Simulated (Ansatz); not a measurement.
Computed with Ansatz on PBE0-D4/def2-TZVP structures; ΔE is electronic, products minus reactants. CCSD(T)/CBS is the MP2 limit (def2-TZVPP, def2-QZVPP) plus CCSD(T) − MP2 in def2-TZVPP, frozen cores. Functionals use def2-TZVPP. B3LYP here is the variant with VWN-RPA as its local correlation; programs differ in this. Elements past krypton have def2 core potentials. For Br, I outer-core shells are correlated without core-valence functions, which leaves a few kJ/mol of doubt a bond. Scalar relativity is left out up to krypton. One conformer a species, not always the lowest.

`C=CBI` + `CC(=N)CBr` → `C=CBBr` + `CC(=N)CI`  (formal exchange of groups at a B–I bond)

`C=CBI`:

```xyz
8

C     0.282    1.237   -0.439
C     0.434    0.117    0.278
B    -0.561   -1.028    0.109
I    -0.363   -2.823    1.222
H    -0.539    1.343   -1.141
H     0.962    2.081   -0.357
H     1.269    0.048    0.971
H    -1.483   -0.973   -0.643
```

`CC(=N)CBr`:

```xyz
11

C     0.812    0.884    0.414
C    -0.168   -0.246    0.352
N    -0.726   -0.810    1.340
C    -0.501   -0.793   -1.003
Br   -1.420    0.535   -2.097
H     0.991    1.193    1.444
H     1.764    0.586   -0.036
H     0.445    1.740   -0.157
H    -0.418   -0.389    2.217
H    -1.172   -1.640   -0.908
H     0.393   -1.061   -1.566
```

`C=CBBr`:

Z-matrix (Å, degrees):
```
C
C 1 1.338
H 1 1.086 2 122.6
H 1 1.086 2 120.9 3 -180.0
B 2 1.528 1 119.8 3 -180.0
H 2 1.087 1 118.8 3 -0.0
Br 5 1.910 2 120.8 1 180.0
H 5 1.192 2 122.5 1 -0.0
```

`CC(=N)CI`:

```xyz
11

C     0.949    0.709   -0.474
C    -0.372    0.028   -0.282
N    -1.299   -0.060   -1.142
C    -0.639   -0.577    1.059
I     0.564   -2.332    1.375
H     1.056    1.533    0.239
H     1.044    1.105   -1.485
H     1.771    0.015   -0.284
H    -1.028    0.397   -2.013
H    -1.671   -0.906    1.129
H    -0.376    0.087    1.880
```

```
             level  ΔE (kcal/mol)  difference from CCSD(T)/CBS
            PBE-D4           -5.8                          0.9
         r2SCAN-D4           -6.0                          0.7
          B3LYP-D4           -6.3                          0.4
            B2PLYP           -6.1                          0.6
            r2SCAN           -6.0                          0.7
     HF/def2-TZVPP           -5.7                          1.0
    MP2/def2-TZVPP           -6.2                          0.5
SCS-MP2/def2-TZVPP           -6.2                          0.5
CCSD(T)/def2-TZVPP           -6.1                          0.6
    MP2/def2-QZVPP           -6.6                          0.1
       CCSD(T)/CBS           -6.7                            0
```

Largest T1 diagnostic among the species: 0.012.
